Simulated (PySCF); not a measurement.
## Ionisation energy of Pb⁵⁴⁺ by level of theory

Pb⁵⁴⁺ [Ar] 3d10 (1S) → Pb⁵⁵⁺ [Ar] 3d9 (2D), as a difference of total energies. Calculation: PySCF 2.14, in an uncontracted even-tempered set (17 s from 14 bohr⁻², ratio 2.5; 13 p from 18 bohr⁻², ratio 2.5; 7 d from 18 bohr⁻², ratio 2.5; 4 f from 74 bohr⁻², ratio 2.7; 3 g from 110 bohr⁻², ratio 2.7); scalar relativity by spin-free X2C-1e. Correlated levels: outer shells: [Ne] frozen; virtual orbitals above 40 to 60 times the deepest correlated orbital energy dropped. The calculations carry no spin-orbit coupling.

```json
{"method": "UHF", "ionisation energy (eV)": "5462.1"}
{"method": "LDA", "ionisation energy (eV)": "5458.4"}
{"method": "PBE", "ionisation energy (eV)": "5457.7"}
{"method": "PBE0", "ionisation energy (eV)": "5459.4"}
{"method": "r2SCAN", "ionisation energy (eV)": "5460.1"}
{"method": "BHandHLYP", "ionisation energy (eV)": "5460.6"}
{"method": "BLYP", "ionisation energy (eV)": "5457.4"}
{"method": "MP2 (outer shells)", "ionisation energy (eV)": "5463.8"}
{"method": "SCS-MP2 (outer shells)", "ionisation energy (eV)": "5463.5"}
```

A first-order spin-orbit estimate (lowest level to lowest level, LS coupling) adds -43.608 eV.

Breit and QED terms and the two-electron picture change are absent.

For comparison: 5414 ± 5 eV (theoretical estimate listed by NIST; NIST Atomic Spectra Database, ionization energies).
